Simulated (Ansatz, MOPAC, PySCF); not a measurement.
Dimer: SiH4 (SMILES [SiH4]) (first 5 atoms) with C2H6 (SMILES CC); geometry from B3LYP-D3(BJ)/def2-TZVP, rigid monomers moved along the line of their centres of mass till Si1···C6 is 5.24 Å.
(charge 0, multiplicity 1):
```xyz
13

Si    -0.019     0.305     0.285
H     -1.491     0.401     0.411
H      0.436    -1.013     0.780
H      0.617     1.377     1.083
H      0.365     0.457    -1.137
C     -0.716    -0.303     5.447
C      0.764    -0.463     5.781
H     -1.058    -1.087     4.768
H     -0.915     0.658     4.970
H     -1.334    -0.356     6.346
H      0.961    -1.424     6.260
H      1.104     0.321     6.461
H      1.382    -0.410     4.883
```

Counterpoise-corrected where a basis set is named; no monomer relaxation. Rows marked so take none.

Cores are frozen in the correlated methods. Rows in 3-21G, 6-311+G**, 6-31G*, STO-3G carry no dispersion term and start afresh at each structure (6-31G* with six Cartesian d functions). The state that AM1, PM7 reach isn't checked; PM7 holds dispersion and hydrogen-bond terms.

Programs: Ansatz (Gaussian basis) for Hartree–Fock, density functionals and correlated methods; MOPAC for AM1, PM7 (differences of heats of formation); PySCF for 3-21G rows, 6-311+G** rows, 6-31G* rows, STO-3G rows, the dispersion terms. Values without a source in brackets are computed.

Other levels give for the interaction energy: PBE/def2-TZVPPD -0.11; B3LYP/def2-TZVPPD 0.09; B3LYP-D3(BJ)/def2-TZVPPD -0.26; wB97M-V/def2-TZVPPD -0.27; CCSD(T)/aug-cc-pV(D+d)Z -0.26 kcal/mol.

Common cheap choices:

| level | interaction energy (kcal/mol) |
|---|---|
| AM1 | 0.01 |
| PM7 | -0.23 |
| HF/STO-3G (no counterpoise) | -0.01 |
| HF/3-21G (no counterpoise) | -0.07 |
| HF/6-31G* (no counterpoise) | -0.05 |
| BP86/6-31G* (no counterpoise) | 0.08 |
| B3LYP/3-21G (no counterpoise) | -0.04 |
| B3LYP/6-311+G** (no counterpoise) | 0.08 |

Ansatz is a quantum-chemistry and plane-wave program.
